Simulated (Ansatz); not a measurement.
The cluster W₃S₈, relaxed as a quintet with UKS PBE0-D4/def2-SVP in Ansatz, starting from the PBE0-D4/def2-SVP geometry of the neutral singlet. Force threshold 0.03 eV/Å.

In the def2 sets W takes a core potential; there is no spin–orbit coupling. The relaxation made no stability test and no search for a lower SCF solution. At PBE0-D4/def2-SVP a singlet of charge 0 lies 1.77 eV below the quintet, each at its own geometry. The structure comes from a short search, and lower isomers may exist.

Start:

```xyz
11

W    -0.855    1.204   -1.594
W     0.419   -0.217    2.121
W     0.451   -1.309   -0.655
S    -1.293    0.501    3.157
S    -2.656    2.034   -0.830
S     2.279   -1.913   -1.515
S     0.814    0.929    0.075
S    -1.209   -1.003   -2.229
S    -0.119    2.332   -3.237
S     2.143   -0.186    3.361
S     0.024   -2.372    1.348
```

(1) Estimate the energy that the relaxation releases and the steps that it takes.

(2) Does the start keep its bonding?

(3) Predict the relaxed structure.

Answers

(1) 95.9 kJ/mol, in 13 steps; 5.5 min on 4 threads of Intel Xeon Platinum 8488C on a shared host. No frequencies were taken in this run, so the end may be a saddle point.

(2) By distances, no bond broke or formed. The bond that changes most is W1–S5, from 2.13 to 2.22 Å (atoms count from 1).

(3) 
```xyz
11

W    -0.809    1.114   -1.432
W     0.374   -0.135    1.950
W     0.761   -1.384   -0.776
S    -1.507    0.980    2.299
S    -2.279    1.855    0.052
S     2.324   -2.444   -1.742
S     1.167    0.889   -0.079
S    -1.069   -1.074   -2.153
S    -0.724    2.495   -3.042
S     1.595    0.041    3.678
S     0.167   -2.336    1.245
```
Bond lengths (bridged metal pairs left out): 12 × S–W 2.12 to 2.41 Å.
